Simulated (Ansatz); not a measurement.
```xyz
9

N     1.307   -1.082   -0.179
C     0.142   -0.981    0.292
N    -0.626    0.175    0.210
B    -0.389    1.448   -0.353
Cl    1.078    1.917   -1.164
H     1.675   -2.012   -0.004
H    -0.388   -1.786    0.814
H    -1.530    0.071    0.642
H    -1.268    2.249   -0.259
```

Charge 0, multiplicity 1.

(1) List the PBE0/def2-TZVPP orbital energies in eV (Ansatz). (Estimate.)

Results:

(1) The calculation gave: Occupied: -2767.09, -392.39, -390.96, -280.51, -258.95, -197.23, -197.12, -197.07, -185.83, -26.94, -24.58, -23.03, -17.89, -15.99, -14.03, -13.31, -12.14, -11.50, -10.61, -9.48, -8.88, -7.95, -7.65. Lowest empty: -0.97, 0.64, 1.22, 1.74, 2.24, 2.66, 2.81, 3.76.
